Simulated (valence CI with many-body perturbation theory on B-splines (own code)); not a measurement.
# E1 transitions of Tm53+

Calculated by valence CI with perturbative core correlation (CI+MBPT): six valence electrons over a frozen Dirac-Fock core [Ne], radial functions for each j: 9 s, 9 p, 8 d, 6 f, 3 g, 1 h, with the one-electron correlation potential Σ1, the two-electron term Σ2, the three-electron term Σ3, Breit, model QED; selected CI, second order for the rest, scaled by the run's own slope (own B-spline code, finite nucleus).

No measured spectrum was set against this ion. As an estimate, large intervals hold to a few tenths of a per cent, small ones and those within an open d or f shell to about a per cent. Among the levels kept, up to 990 cm⁻¹ of a level comes from second order outside the variational space, and about a tenth of that is noise between levels of different J, which matters for small intervals.

Lines 1 to 50 of 131 in falling wavelength, among levels below 4411.1 × 10³ cm⁻¹, chosen from the strongest by gf and those to the six lowest levels. Wavelengths and rates use the calculated energies. Electric multipoles are in the length gauge with retardation, E1 and E2 with the static RPA response of the core. Weak lines are less certain than strong ones. Lines between different terms over intervals too small for the method are left out, as are lines whose strength nearly cancels. The highest levels of a list are the least certain.

Levels are named by their leading jj configuration (3d3/2^4 stands for four electrons in 3d with j = 3/2), which in mixed levels can hold well under half, so a name can repeat and another be missing. Letters in brackets count levels of one name in rising energy.

| λ vac (nm) | Upper | Lower | A (s⁻¹) | S (a.u.) with core polarisation | S without |
| --- | --- | --- | --- | --- | --- |
| 395.1 | (3s^2 3p1/2^2 3d3/2 3d5/2) J=3 | (3s^2 3p1/2 3p3/2^2 3d3/2) J=2 [c] | 2.87e+02 | 6.13e-05 | 6.23e-05 |
| 223.0 | (3s^2 3p1/2 3p3/2^2 3d5/2) J=4 [b] | (3s^2 3p1/2^2 3d3/2 3d5/2) J=4 | 2.93e+03 | 1.44e-04 | 1.46e-04 |
| 176.6 | (3s^2 3p3/2^4) J=0 | (3s^2 3p1/2 3p3/2^2 3d3/2) J=1 [b] | 1.89e+04 | 5.14e-05 | 5.22e-05 |
| 144.3 | (3s^2 3p1/2 3p3/2^2 3d5/2) J=5 | (3s^2 3p1/2^2 3d3/2 3d5/2) J=4 | 2.81e+04 | 4.58e-04 | 4.65e-04 |
| 143.2 | (3s^2 3p1/2 3p3/2^2 3d5/2) J=1 | (3s^2 3p1/2^2 3d3/2 3d5/2) J=1 | 7.58e+03 | 3.30e-05 | 3.35e-05 |
| 141.4 | (3s^2 3p1/2 3p3/2^2 3d5/2) J=3 | (3s^2 3p1/2^2 3d3/2 3d5/2) J=3 | 4.91e+03 | 4.80e-05 | 4.88e-05 |
| 137.4 | (3s^2 3p1/2^2 3d3/2 3d5/2) J=2 | (3s^2 3p1/2 3p3/2^2 3d3/2) J=1 [b] | 7.52e+03 | 4.81e-05 | 4.90e-05 |
| 118.2 | (3s^2 3p1/2 3p3/2^2 3d5/2) J=0 | (3s^2 3p1/2^2 3d3/2 3d5/2) J=1 | 6.12e+04 | 4.98e-05 | 5.06e-05 |
| 98.90 | (3s^2 3p1/2 3p3/2^2 3d5/2) J=1 | (3s^2 3p1/2^2 3d3/2 3d5/2) J=2 | 1.11e+04 | 1.59e-05 | 1.61e-05 |
| 96.09 | (3s^2 3p1/2^2 3d3/2 3d5/2) J=1 | (3s^2 3p1/2 3p3/2^2 3d3/2) J=1 [b] | 2.52e+04 | 3.32e-05 | 3.37e-05 |
| 93.07 | (3s^2 3p1/2^2 3d3/2 3d5/2) J=2 | (3s^2 3p1/2 3p3/2^2 3d3/2) J=2 [c] | 3.18e+04 | 6.34e-05 | 6.44e-05 |
| 85.28 | (3s^2 3p1/2 3p3/2^2 3d5/2) J=1 | (3s^2 3p3/2^4) J=0 | 1.42e+05 | 1.31e-04 | 1.33e-04 |
| 79.71 | (3s^2 3p1/2 3p3/2^2 3d3/2) J=2 [a] | (3s^2 3p1/2^2 3d3/2^2) J=2 | 1.72e+04 | 2.15e-05 | 2.18e-05 |
| 72.07 | (3s^2 3p1/2^2 3d3/2 3d5/2) J=1 | (3s^2 3p1/2 3p3/2^2 3d3/2) J=2 [c] | 2.45e+04 | 1.36e-05 | 1.38e-05 |
| 60.18 | (3s^2 3p1/2 3p3/2^2 3d5/2) J=4 [b] | (3s^2 3p1/2^2 3d3/2 3d5/2) J=3 | 3.15e+05 | 3.05e-04 | 3.09e-04 |
| 56.00 | (3s^2 3p1/2^2 3d3/2 3d5/2) J=3 | (3s^2 3p1/2 3p3/2^2 3d3/2) J=2 [b] | 2.76e+04 | 1.67e-05 | 1.70e-05 |
| 54.16 | (3s^2 3p1/2 3p3/2^2 3d3/2) J=3 [a] | (3s^2 3p1/2^2 3d3/2^2) J=2 | 4.73e+05 | 2.60e-04 | 2.64e-04 |
| 51.57 | (3s^2 3p1/2^2 3d3/2 3d5/2) J=4 | (3s^2 3p1/2 3p3/2^2 3d3/2) J=3 [b] | 2.71e+05 | 1.65e-04 | 1.68e-04 |
| 50.23 | (3s^2 3p1/2^2 3p3/2 3d5/2) J=2 | (3s^2 3p1/2 3p3/2^3) J=2 | 5.38e+05 | 1.68e-04 | 1.71e-04 |
| 49.88 | (3s^2 3p1/2^2 3d3/2^2) J=2 | (3s 3p1/2^2 3p3/2^3) J=2 | 2.72e+04 | 8.34e-06 | 8.47e-06 |
| 49.23 | (3s^2 3p1/2 3p3/2^3) J=1 | (3s^2 3p1/2^2 3p3/2 3d3/2) J=0 | 1.28e+05 | 2.26e-05 | 2.29e-05 |
| 48.41 | (3s^2 3p1/2 3p3/2^3) J=1 | (3s^2 3p1/2^2 3p3/2 3d3/2) J=1 | 1.65e+05 | 2.77e-05 | 2.82e-05 |
| 45.91 | (3s^2 3p1/2^2 3d3/2^2) J=0 | (3s 3p1/2^2 3p3/2^3) J=1 | 2.05e+05 | 9.81e-06 | 9.95e-06 |
| 38.36 | (3s^2 3p1/2^2 3d3/2 3d5/2) J=2 | (3s^2 3p1/2 3p3/2^2 3d3/2) J=2 [b] | 5.57e+04 | 7.76e-06 | 7.88e-06 |
| 37.53 | (3s^2 3p1/2 3p3/2^3) J=1 | (3s^2 3p1/2^2 3p3/2 3d3/2) J=2 | 7.61e+04 | 5.96e-06 | 6.06e-06 |
| 36.88 | (3s^2 3p1/2^2 3p3/2 3d5/2) J=2 | (3s^2 3p1/2 3p3/2^3) J=1 | 8.93e+05 | 1.10e-04 | 1.12e-04 |
| 36.65 | (3s^2 3p1/2^2 3d3/2 3d5/2) J=3 | (3s^2 3p1/2 3p3/2^2 3d3/2) J=4 | 4.01e+05 | 6.82e-05 | 6.94e-05 |
| 36.63 | (3s^2 3p1/2 3p3/2^3) J=2 | (3s^2 3p1/2^2 3p3/2 3d3/2) J=3 | 8.24e+04 | 9.99e-06 | 1.01e-05 |
| 35.89 | (3s^2 3p1/2 3p3/2^3) J=2 | (3s^2 3p1/2^2 3p3/2 3d3/2) J=1 | 2.17e+06 | 2.48e-04 | 2.51e-04 |
| 30.82 | (3s^2 3p1/2 3p3/2^2 3d5/2) J=2 | (3s^2 3p1/2^2 3d3/2 3d5/2) J=3 | 6.39e+04 | 4.62e-06 | 4.72e-06 |
| 29.67 | (3s^2 3p1/2^2 3d3/2 3d5/2) J=3 | (3s^2 3p1/2 3p3/2^2 3d3/2) J=3 [a] | 1.06e+06 | 9.55e-05 | 9.71e-05 |
| 29.54 | (3s^2 3p1/2 3p3/2^3) J=2 | (3s^2 3p1/2^2 3p3/2 3d3/2) J=2 | 1.90e+06 | 1.21e-04 | 1.23e-04 |
| 27.97 | (3s^2 3p1/2 3p3/2^2 3d3/2) J=1 [b] | (3s^2 3p1/2^2 3d3/2^2) J=0 | 2.82e+06 | 9.15e-05 | 9.29e-05 |
| 25.37 | (3s^2 3p1/2^2 3d3/2 3d5/2) J=4 | (3s^2 3p1/2 3p3/2^2 3d3/2) J=4 | 4.06e+06 | 2.94e-04 | 2.99e-04 |
| 25.24 | (3s^2 3p1/2^2 3d3/2 3d5/2) J=3 | (3s^2 3p1/2 3p3/2^2 3d3/2) J=2 [a] | 4.20e+05 | 2.34e-05 | 2.38e-05 |
| 23.42 | (3s^2 3p1/2^2 3p3/2 3d5/2) J=1 | (3s^2 3p1/2 3p3/2^3) J=2 | 3.62e+06 | 6.88e-05 | 6.99e-05 |
| 22.42 | (3s^2 3p3/2^4) J=0 | (3s^2 3p1/2 3p3/2^2 3d3/2) J=1 [a] | 9.55e+06 | 5.31e-05 | 5.40e-05 |
| 22.27 | (3s^2 3p1/2 3p3/2^2 3d3/2) J=3 [b] | (3s^2 3p1/2^2 3d3/2^2) J=2 | 4.77e+06 | 1.82e-04 | 1.85e-04 |
| 21.87 | (3s^2 3p1/2 3p3/2^2 3d3/2) J=1 [c] | (3s^2 3p1/2^2 3d3/2^2) J=0 | 2.34e+05 | 3.62e-06 | 3.66e-06 |
| 21.82 | (3s^2 3p1/2^2 3d3/2 3d5/2) J=4 | (3s^2 3p1/2 3p3/2^2 3d3/2) J=3 [a] | 4.13e+05 | 1.91e-05 | 1.95e-05 |
| 21.64 | (3s^2 3p1/2^2 3d3/2 3d5/2) J=2 | (3s^2 3p1/2 3p3/2^2 3d3/2) J=1 [a] | 1.68e+06 | 4.20e-05 | 4.27e-05 |
| 20.91 | (3s^2 3p1/2^2 3d3/2 3d5/2) J=2 | (3s^2 3p1/2 3p3/2^2 3d3/2) J=2 [a] | 3.48e+06 | 7.85e-05 | 7.98e-05 |
| 20.26 | (3s^2 3p1/2^2 3d3/2 3d5/2) J=1 | (3s^2 3p1/2 3p3/2^2 3d3/2) J=1 [a] | 8.26e+06 | 1.02e-04 | 1.04e-04 |
| 20.15 | (3s^2 3p1/2 3p3/2^2 3d3/2) J=2 [c] | (3s^2 3p1/2^2 3d3/2^2) J=2 | 4.76e+06 | 9.60e-05 | 9.76e-05 |
| 19.99 | (3s^2 3p1/2^2 3d3/2 3d5/2) J=1 | (3s^2 3p1/2 3p3/2^2 3d3/2) J=0 | 4.85e+06 | 5.73e-05 | 5.83e-05 |
| 19.62 | (3s^2 3p1/2^2 3d3/2 3d5/2) J=1 | (3s^2 3p1/2 3p3/2^2 3d3/2) J=2 [a] | 1.10e+06 | 1.23e-05 | 1.25e-05 |
| 18.83 | (3s^2 3p1/2 3p3/2^2 3d3/2) J=1 [b] | (3s^2 3p1/2^2 3d3/2^2) J=2 | 1.28e+06 | 1.26e-05 | 1.28e-05 |
| 16.88 | (3s^2 3p1/2 3p3/2^2 3d5/2) J=3 | (3s^2 3p1/2^2 3d3/2^2) J=2 | 1.91e+05 | 3.17e-06 | 3.22e-06 |
| 15.82 | (3s^2 3p3/2^4) J=0 | (3s 3p1/2^2 3p3/2^3) J=1 | 8.67e+07 | 1.70e-04 | 1.72e-04 |
| 15.43 | (3s^2 3p1/2^2 3d3/2 3d5/2) J=2 | (3s 3p1/2^2 3p3/2^3) J=1 | 9.31e+05 | 8.44e-06 | 8.61e-06 |
